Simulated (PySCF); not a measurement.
# C6H6Cl: g tensor and hyperfine couplings

Compound: C6H6Cl (doublet state).
Structure used (GFN2-xTB), in Å, numbered top down from 1:
```xyz
13
C6H6Cl angstrom
C      3.6266    0.0374   -0.4184
C      2.4875   -0.0514   -0.0206
C      1.1847   -0.1521    0.4283
C      0.0870   -0.0589   -0.4222
C     -1.2093   -0.1690   -0.0065
C     -2.3579   -0.0292   -0.9122
Cl    -3.0794    1.6392   -0.7241
H      4.6166    0.1144   -0.7569
H      1.0333   -0.3068    1.4879
H      0.2852    0.0985   -1.4754
H     -1.4273   -0.3018    1.0436
H     -3.1730   -0.7103   -0.6732
H     -2.0784   -0.1094   -1.9611
```

The hyperfine couplings belong to this conformer and change with its torsions.

As a line formula: `C(/C#C)=C\[CH]CCl` [radical].

The calculation used PySCF 2.14.0, UKS B3LYP, pcH-1 on C Cl H, non-relativistic, mean-field spin-orbit, GIAO. The structure is a single GFN2-xTB conformer in the gas phase; no vibrational or solvent corrections. The geometry wasn't refined by DFT: couplings that depend on bond lengths, twists or pyramidal angles can differ widely from those at the functional's own minimum. The SCF solution wasn't tested for stability. ⟨S²⟩ is 0.782 where a pure state has 0.75.

| Property | Result |
| --- | --- |
| g1, g2, g3 | 2.00155, 2.00232, 2.00336 |
| g_iso | 2.00241 |
| Form of g | rhombic: the two nearest values differ by 43 % of g3 − g1 |
| ⟨S²⟩ | 0.7821 (exact 0.7500) |
| Basis functions | 245 |

Hyperfine couplings atom by atom, in MHz; T1 to T3 are the principal values of the dipolar part; ρ(0) is the spin density at the nucleus:

| atom | isotope | a_iso | of which spin–orbit | T1 | T2 | T3 | Mulliken spin population | ρ(0) (bohr⁻³) |
| --- | --- | --- | --- | --- | --- | --- | --- | --- |
| C1 | 13C | 30.7 | 0.0 | -31.0 | -23.1 | 54.1 | 0.38 | 0.0274 |
| C2 | 13C | -48.2 | 0.0 | -16.3 | -0.4 | 16.7 | -0.19 | -0.0429 |
| C3 | 13C | 49.4 | -0.1 | -44.9 | -44.1 | 89.0 | 0.55 | 0.0440 |
| C4 | 13C | -42.8 | 0.0 | -26.5 | 11.0 | 15.5 | -0.23 | -0.0381 |
| C5 | 13C | 44.1 | 0.0 | -40.8 | -39.6 | 80.5 | 0.50 | 0.0393 |
| C6 | 13C | -9.5 | 0.0 | -1.9 | 0.0 | 2.0 | -0.03 | -0.0085 |
| Cl7 | 35Cl | 24.6 | 0.4 | -13.4 | -12.7 | 26.1 | 0.06 | 0.0552 |
| H8 | 1H | -29.1 | 0.0 | -13.7 | -1.2 | 14.9 | -0.02 | -0.0065 |
| H9 | 1H | -37.7 | 0.0 | -18.2 | -1.8 | 20.0 | -0.02 | -0.0084 |
| H10 | 1H | 11.0 | 0.0 | -4.1 | -2.3 | 6.3 | 0.01 | 0.0025 |
| H11 | 1H | -30.9 | 0.0 | -16.2 | -2.0 | 18.2 | -0.02 | -0.0069 |
| H12 | 1H | 23.5 | 0.0 | -3.2 | -1.5 | 4.7 | 0.01 | 0.0053 |
| H13 | 1H | 3.1 | 0.0 | -2.8 | -1.8 | 4.6 | 0.00 | 0.0007 |

The Mulliken spin populations are largest on C3 (+0.55), C5 (+0.50), C1 (+0.38) and C4 (-0.23). Three atoms exceed +0.15. The positive populations add up to 1.52 and the negative ones to -0.52, together 2S = 1. The angles at C3 add up to 360.0°, so it is planar.

The SMILES `C#C/C=C/[CH]CCl` draws the unpaired electron on C5, whose computed spin population is only +0.50.

Under fast tumbling the dipolar parts average out, and these isotropic splittings remain: 1 × 1H (H9, I = 1/2, 2 lines) with 1.34 mT, 1 × 1H (H11, I = 1/2, 2 lines) with 1.10 mT, 1 × 1H (H8, I = 1/2, 2 lines) with 1.04 mT, 1 × 35Cl (Cl7, I = 3/2, 4 lines) with 0.88 mT, 2 × 1H (H12/H13, I = 1/2, 3 lines) with 0.47 mT and 1 × 1H (H10, I = 1/2, 2 lines) with 0.39 mT.

Class means assume fast exchange of nuclei equivalent by connectivity; if that motion is slow, each nucleus keeps its own coupling. The 1H value of +13.3 MHz is a mean of couplings from 3.1 to 23.5 MHz in this one geometry, not an average over conformers.

Main isotope only: 35Cl (natural samples also hold 24 % 37Cl, magnetic too, which adds its own pattern).

The 13C coupling of C3 (49.4 MHz) shows only in satellite lines or after enrichment, since that isotope makes up about 1.07 % of natural carbon.

Examples of negative spin density at the nucleus (bohr⁻³): C2 (-0.0429), C4 (-0.0381) and C6 (-0.0085).
